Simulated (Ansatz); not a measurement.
`BN(C=C)CC` + `O[SiH3]` → `CCO[SiH3]` + `BNC=C`  (substitution at a C–N bond)

Calculated with Ansatz (gas phase, PBE0-D4/def2-TZVP geometries, no zero-point term in ΔE). CBS: MP2 limit from def2 TZ/QZ plus the TZ coupled-cluster correction, frozen cores. Functionals use def2-TZVPP. B3LYP here is the variant with VWN-RPA as its local correlation; programs differ in this. HSE06 is defined as in plane-wave codes. One conformer a species, not always the lowest.

`BN(C=C)CC`:

```xyz
16

B    -0.934    1.744    0.713
N    -0.463    0.630    0.010
C    -1.347   -0.331   -0.484
C    -1.047   -1.422   -1.184
C     0.963    0.421   -0.218
C     1.576   -0.577    0.748
H    -2.110    1.855    0.895
H    -0.146    2.552    1.107
H    -2.380   -0.104   -0.247
H    -1.846   -2.069   -1.517
H    -0.037   -1.707   -1.447
H     1.452    1.389   -0.112
H     1.109    0.098   -1.253
H     2.632   -0.732    0.512
H     1.072   -1.543    0.704
H     1.507   -0.205    1.772
```

`O[SiH3]`:

Cartesian coordinates in Å:
```
O 0.541 -1.117 0.318
Si 0.002 0.384 -0.095
H -0.110 -1.809 0.440
H -0.733 0.367 -1.390
H 1.210 1.231 -0.213
H -0.910 0.944 0.940
```

`CCO[SiH3]`:

```xyz
12

C    -1.670    0.957   -0.033
C    -0.211    0.640    0.175
O     0.042   -0.692   -0.230
Si    1.535   -1.369   -0.139
H    -2.295    0.281    0.554
H    -1.885    1.983    0.275
H    -1.939    0.847   -1.085
H     0.058    0.766    1.233
H     0.415    1.332   -0.406
H     2.031   -1.380    1.267
H     2.516   -0.609   -0.964
H     1.404   -2.754   -0.647
```

`BNC=C`:

Cartesian coordinates in Å:
```
B 0.293 -1.259 -1.345
N -0.079 -0.657 -0.143
C 0.067 0.686 0.187
C -0.296 1.235 1.341
H 0.789 -0.579 -2.195
H 0.103 -2.430 -1.481
H -0.499 -1.216 0.586
H 0.518 1.276 -0.603
H -0.748 0.653 2.137
H -0.146 2.291 1.515
```

```
             level  ΔE (kJ/mol)  difference from CCSD(T)/CBS
         revPBE-D4         21.1                         -3.5
           BLYP-D4         14.0                        -10.6
         r2SCAN-D4         16.6                         -8.0
        r2SCANh-D4         17.1                         -7.5
             B3LYP          6.0                        -18.6
           r2SCANh         15.5                         -9.1
             HSE06         14.0                        -10.6
    MP2/def2-TZVPP         30.5                          5.9
CCSD(T)/def2-TZVPP         23.7                         -0.9
     HF/def2-QZVPP         -0.9                        -25.5
       CCSD(T)/CBS         24.6                            0
```

Largest T1 diagnostic among the species: 0.013.

At CCSD(T), def2-SVP lies −10.7 kJ/mol from the extrapolated value and def2-TZVPP −0.9 kJ/mol. From BLYP to BHLYP (50 % exact exchange), in def2-TZVPP and without D4, ΔE moves by +4.6 kJ/mol.

CCSD(T)/CBS has its own doubt, a few kJ/mol and more with outer-core shells, so smaller differences from it don't rank the levels.
